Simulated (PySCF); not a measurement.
**Energy of Nb⁺ (niobium, charge +1) between two integer charges**

The 4d alpha orbital of [Kr] 4d4 is emptied in steps (occupation f), with all orbitals relaxed, ending at [Kr] 4d3. All numbers are calculated (PySCF 2.14, scalar relativity through the core potential, in aug-cc-pVDZ-PP with ECP28MDF (5s5p4d2f, 54 functions)). The exact energy is a straight line in f; departures are measured from the line between the end points of the same method.

```
  f  BHandHLYP (eV)  wB97X (eV)  BLYP (eV)
  1           0.000       0.000      0.000
0.8          -0.306      -0.130     -0.768
0.6          -0.465      -0.198     -1.143
0.4          -0.469      -0.197     -1.150
0.2          -0.316      -0.129     -0.772
  0           0.000       0.000      0.000
```

Q: For BLYP, how does the orbital energy at f = 1 compare with the removal energy?

A: −ε = 9.590 eV against a total-energy difference of 14.212 eV. By Janak's theorem ε = ∂E/∂f, so the gap between them reflects the curvature. Along the path −ε is 11.503 (f = 0.8), 13.232 (f = 0.6), 15.133 (f = 0.4), 17.080 (f = 0.2) eV.

```
   method  E(f=0) − E(f=1) (eV)  −ε at f=1 (eV)  −ε at f=0.4 (eV)
BHandHLYP                13.913          12.026            14.283
    wB97X                13.852          13.067            14.025
     BLYP                14.212           9.590            15.133
```

Reference removal energy between the ground levels: 14.32 eV (semi-empirical (NIST evaluation); NIST Atomic Spectra Database, ionization energies). The calculation has no spin-orbit coupling. The determinant left behind need not be the lowest term of the ion.
